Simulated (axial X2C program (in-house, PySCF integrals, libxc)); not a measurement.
**Low determinants of RhC at the PBE0 level, 2c**

Computed with an in-house relativistic program for diatomic molecules. Two-component (2c) means X2C with spin–orbit coupling and atomic mean-field two-electron Coulomb and Gaunt terms. Basis: Rh dyall-cv3z [12s12p8d5f3g], C dyall-v3z [7s6p2d1f] (cores contracted in-house); Gaussian nuclei, density fitting, unrestricted open shells. Masses: Rh 102.906 u, C 12.000 u.

Search at 1.591 Å (vertical energies from the lowest determinant):

```
ΔE (eV)    state  electrons beyond evenly filled partner blocks  electrons in ±ω = 1/2, 3/2, 5/2, 7/2
   0.00  Ω = 1/2                                        ω = 1/2                             33 14 4 0
   1.21  Ω = 3/2                                        ω = 3/2                             32 15 4 0
   1.84  Ω = 5/2                                        ω = 5/2                             34 14 3 0
   2.12  Ω = 9/2                      ω = 1/2, ω = 3/2, ω = 5/2                             33 15 3 0
   2.14  Ω = 3/2                                        ω = 3/2                             34 13 4 0
   2.37  Ω = 7/2                           2 × ω = 1/2, ω = 5/2                             34 14 3 0
   2.54  Ω = 3/2                     ω = 1/2, ω = -3/2, ω = 5/2                             33 15 3 0
```

Lowest determinant, Ω = 1/2 (⟨Sz⟩ = 0.50, ⟨Lz⟩ = 0.00 at PBE0): Re = 1.588 Å, ωe = 1131.3 cm⁻¹.

The determinant in row 2 of the search, Ω = 3/2 (⟨Sz⟩ = 0.50, ⟨Lz⟩ = 1.00 at PBE0), was followed along the bond at PBE0; measured from the minimum of the lowest determinant it gives:

Te = 1.176 eV (9482 cm⁻¹), Re = 1.633 Å, ωe = 1012.8 cm⁻¹.

(1) Compare the bond of the determinant in row 2 with that of the lowest one.

The search compares states at one distance, so a state with another bond length can lie lower; it is not exhaustive and yields mostly the lowest determinant of each block pattern, so other components and higher states of one pattern are missing. These are energies of single determinants, not of spin-adapted states; PBE0 term energies can be off by some tenths of an eV, and the functional has no current term. Some points of a curve did not converge.

Results:

(1) At PBE0 its Re is 0.045 Å longer and its force constant, which goes as ωe², is 0.80 times that of the lowest determinant. T0 ≈ Te + Δωe/2 = 9482 + (-59) = 9423 cm⁻¹.
